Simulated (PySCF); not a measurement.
AsBH6N2.
Numbering: `[NH2:1][B:2]([NH2:3])[AsH2:4]` (hydrogens: H5, H6 on N1; H7, H8 on N3; H9, H10 on As4)

Structure used (PBE0-D3(BJ)/def2-SVP), in Å, numbered top down from 1:
```
atom  x, y, z in Å
N1    -0.5644    1.1835    0.0887
B2    -0.1325   -0.1436   -0.1064
N3    -1.0111   -1.1950   -0.4397
As4    1.8706   -0.6578    0.0796
H5    -1.5289    1.4790    0.0042
H6     0.0687    1.9264    0.3422
H7    -2.0112   -1.0828   -0.5457
H8    -0.6893   -2.1382   -0.5984
H9     1.9846   -0.1427    1.5120
H10    2.3941    0.6574   -0.4912
```

Computed, not measured: PBE0-D3(BJ)/def2-SVP geometry optimisation, gas phase in PySCF.

Masses are those of the commonest isotopes; rigid-rotor values at the optimised geometry. The values belong to one conformer with, in the numbering `[NH2:1][B:2]([NH2:3])[AsH2:4]`, N1–B2–As4–H 57° and -35°.

Question: Give the principal moments of inertia and the rotational constants in MHz.

Answer: Ia = 60.16, Ib = 196.35, Ic = 251.66 u·Å²; 505379 MHz·u·Å²/I gives A = 8400, B = 2574, C = 2008 MHz.

Question: What kind of rotor is it?

Answer: An asymmetric top; Ray's κ = -0.823.

Question: What does the inertial defect say?

Answer: Not planar: Δ = Ic − Ia − Ib = -4.84 u·Å². For a rigid frame Δ = −2 Σ m c², so Σ m c² = 2.42 u·Å² lies off the ab plane, practically all of it from hydrogen. The atom farthest from that plane is 1.27 Å away.

Question: Give the other two planar moments, Paa and Pbb, and the rms extents of the mass along the axes.

Answer: Paa = Σ m a² = (Ib + Ic − Ia)/2 = 193.93 and Pbb = Σ m b² = (Ia + Ic − Ib)/2 = 57.74 u·Å². With the mass M = 119.98 u, the rms extents √(P/M) along a, b and c are 1.27, 0.69, 0.14 Å.

Question: Where do the levels up to J = 3 lie, in cm⁻¹?

Answer: Above 0(0,0):
J = 1: 1(0,1) 0.1528, 1(1,1) 0.3472, 1(1,0) 0.3661
J = 2: 2(0,2) 0.4572, 2(1,2) 0.6340, 2(1,1) 0.6906, 2(2,1) 1.2737, 2(2,0) 1.2750
J = 3: 3(0,3) 0.9105, 3(1,3) 1.0634, 3(1,2) 1.1766, 3(2,2) 1.7322, 3(2,1) 1.7387, 3(3,1) 2.7519, 3(3,0) 2.7520
The levels of one J sum to (2J + 1)J(J + 1)(A + B + C)/3.

Question: Which types of transition are allowed, and where do some lines up to J = 5 fall?

Answer: The dipole components are |μa| = 2.93 D, |μb| = 0.24 D, |μc| = 0.09 D. The squared components, which scale the intensities, stand as 1.00 : 0.01 : 0.00 (a : b : c). Some lines, for components of 0.1 D or more:

```tsv
type	branch	J(Ka,Kc)	MHz	lower level (cm⁻¹)
a	Q	1(1,0) ← 1(1,1)	566	0.347
b	R	4(1,3) ← 3(2,2)	2719	1.732
a	Q	3(1,2) ← 3(1,3)	3393	1.063
b	R	1(1,1) ← 0(0,0)	10409	0.000
a	R	3(1,3) ← 2(1,2)	12874	0.634
b	R	4(0,4) ← 3(1,3)	13363	1.063
b	Q	4(2,2) ← 4(1,3)	16155	1.823
b	R	3(1,3) ← 2(0,2)	18174	0.457
a	R	4(2,3) ← 3(2,2)	18298	1.732
a	R	4(3,1) ← 3(3,0)	18412	2.752
a	R	5(1,5) ← 4(1,4)	21341	1.635
b	R	4(1,4) ← 3(0,3)	21706	0.911
b	Q	5(2,4) ← 5(1,5)	22706	2.346
a	R	5(2,4) ← 4(2,3)	22823	2.343
b	R	5(1,5) ← 4(0,4)	25101	1.509
b	R	4(2,2) ← 3(1,3)	38923	1.063
b	Q	4(4,1) ← 4(3,2)	42700	3.366
b	R	3(3,1) ← 2(2,0)	44278	1.275
```

PBE0-D3(BJ)/def2-SVP frequencies: not computed here. Zero-point vibration and centrifugal distortion are left out. Quadrupole hyperfine structure (11B, 14N, 75As) is left out.
